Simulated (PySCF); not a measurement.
C3H8ClFSi, SMILES CCC[Si@H](F)Cl.

Coordinates come from a PBE0-D3(BJ)/def2-SVP optimisation. The structure was generated by enumeration; whether it is a known compound was not checked. The values are those of a single conformer.

Two levels are set side by side: TDDFT-PBE/def2-SVPD (PySCF) and TDDFT-LC-ωPBE/def2-SVPD (PySCF). Vertical, same geometry. The lowest singlet is HOMO→LUMO 96 % with PBE and HOMO→LUMO+1 38 %, HOMO→LUMO+2 33 % with the other functional; states are paired by order. Differences are taken from unrounded values.

```tsv
quantity	TDDFT-PBE
lowest singlet excitation (eV)	7.08
lowest triplet excitation (TDA) (eV)	6.79
first bright state (f over 0.05) (eV)	7.33
its oscillator strength	0.07
```

### Question
These are the TDDFT-PBE values. What does TDDFT-LC-ωPBE give? (The exact figures need the calculation; the answer reports its results.)

### Answer

```json
[
 {"quantity": "lowest singlet excitation (eV)", "TDDFT-LC-ωPBE": "8.36", "TDDFT-PBE minus TDDFT-LC-ωPBE": "-1.29"},
 {"quantity": "lowest triplet excitation (TDA) (eV)", "TDDFT-LC-ωPBE": "7.83", "TDDFT-PBE minus TDDFT-LC-ωPBE": "-1.04"},
 {"quantity": "first bright state (f over 0.05) (eV)", "TDDFT-LC-ωPBE": "9.21", "TDDFT-PBE minus TDDFT-LC-ωPBE": "-1.88"},
 {"quantity": "its oscillator strength", "TDDFT-LC-ωPBE": "0.10", "TDDFT-PBE minus TDDFT-LC-ωPBE": "-0.03"}
]
```

A lower first singlet is the usual sign of a functional without exact exchange. Differences between two approximate levels are no errors against the true value.

Rough cost on one machine, each run with all the roots and properties that it gave: TDDFT-LC-ωPBE against TDDFT-PBE about 7 times.
